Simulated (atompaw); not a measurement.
**H (Z = 1) PAW (atompaw): all-electron and pseudo phase curves**

* Element: H (Z = 1)
* Generator: atompaw 4.2.0.5
* Type: PAW
* Functional: PBEsol
* Relativity: scalar-relativistic
* Frozen core: none
* Valence charge: 1
* Reference configuration: 1s0.75 (charge +0.25)
* Partial waves: 1s (bound): rc 1.05 bohr; 1s channel at 0.05 Ry: rc 1.15 bohr; 2p channel at 0.35 Ry: rc 1.15 bohr; 2p channel at 0.9 Ry: rc 1.15 bohr
* Local potential: bessel scheme, radius 0.85 bohr
* Core correction: none
* Augmentation charge: sinc compensation charge, radius 1.10 bohr; PAW radius 1.15 bohr; waves and projectors: custom polynom2 7 10 vanderbiltortho

The phase is arctan(r·u′/u) with u = r·R(r), unwrapped; energies in Ry, scanned from -3 to 5 Ry. A pole is an energy at which the radial function vanishes at the test radius. The pseudo phase is shifted by a multiple of π to meet the all-electron one at the reference energy, and phase errors are pseudo minus all-electron; the curves can meet again beyond the range given. Levels narrower than the energy grid can be missing from the lists of poles.

Q: For each channel, where are the poles, and over which energies does the pseudopotential scatter like the atom?

A:

| channel | radius (bohr) | reference energy (Ry) | poles, all-electron | poles, pseudo | unbroken range about the reference energy with phases within 0.05 rad | phase error 1 Ry above the reference energy (rad) |
| --- | --- | --- | --- | --- | --- | --- |
| s | 1.14 | -0.68 | 3.32 | 3.34 | the whole range | +0.000 |
| p | 1.14 | 0.35 | none | none | the whole range | +0.000 |

Phases in the p channel:

```json
{"E (Ry)": "-3.00", "all-electron": "1.160", "pseudo": "1.160"}
{"E (Ry)": "-2.76", "all-electron": "1.150", "pseudo": "1.150"}
{"E (Ry)": "-2.52", "all-electron": "1.139", "pseudo": "1.139"}
{"E (Ry)": "-2.28", "all-electron": "1.128", "pseudo": "1.128"}
{"E (Ry)": "-2.04", "all-electron": "1.117", "pseudo": "1.117"}
{"E (Ry)": "-1.80", "all-electron": "1.104", "pseudo": "1.104"}
{"E (Ry)": "-1.56", "all-electron": "1.090", "pseudo": "1.090"}
{"E (Ry)": "-1.32", "all-electron": "1.075", "pseudo": "1.075"}
{"E (Ry)": "-1.08", "all-electron": "1.060", "pseudo": "1.060"}
{"E (Ry)": "-0.84", "all-electron": "1.042", "pseudo": "1.042"}
{"E (Ry)": "-0.60", "all-electron": "1.024", "pseudo": "1.024"}
{"E (Ry)": "-0.36", "all-electron": "1.003", "pseudo": "1.003"}
{"E (Ry)": "-0.12", "all-electron": "0.981", "pseudo": "0.981"}
{"E (Ry)": "0.12", "all-electron": "0.956", "pseudo": "0.956"}
{"E (Ry)": "0.36", "all-electron": "0.929", "pseudo": "0.929"}
{"E (Ry)": "0.60", "all-electron": "0.899", "pseudo": "0.899"}
{"E (Ry)": "0.84", "all-electron": "0.866", "pseudo": "0.866"}
{"E (Ry)": "1.08", "all-electron": "0.829", "pseudo": "0.829"}
{"E (Ry)": "1.32", "all-electron": "0.788", "pseudo": "0.788"}
{"E (Ry)": "1.56", "all-electron": "0.741", "pseudo": "0.741"}
{"E (Ry)": "1.80", "all-electron": "0.689", "pseudo": "0.689"}
{"E (Ry)": "2.04", "all-electron": "0.629", "pseudo": "0.629"}
{"E (Ry)": "2.28", "all-electron": "0.562", "pseudo": "0.562"}
{"E (Ry)": "2.52", "all-electron": "0.487", "pseudo": "0.487"}
{"E (Ry)": "2.76", "all-electron": "0.401", "pseudo": "0.401"}
{"E (Ry)": "3.00", "all-electron": "0.306", "pseudo": "0.306"}
{"E (Ry)": "3.24", "all-electron": "0.201", "pseudo": "0.201"}
{"E (Ry)": "3.48", "all-electron": "0.087", "pseudo": "0.087"}
{"E (Ry)": "3.72", "all-electron": "-0.034", "pseudo": "-0.034"}
{"E (Ry)": "3.96", "all-electron": "-0.159", "pseudo": "-0.159"}
{"E (Ry)": "4.20", "all-electron": "-0.284", "pseudo": "-0.284"}
{"E (Ry)": "4.44", "all-electron": "-0.405", "pseudo": "-0.405"}
{"E (Ry)": "4.68", "all-electron": "-0.520", "pseudo": "-0.520"}
{"E (Ry)": "4.92", "all-electron": "-0.626", "pseudo": "-0.626"}
```
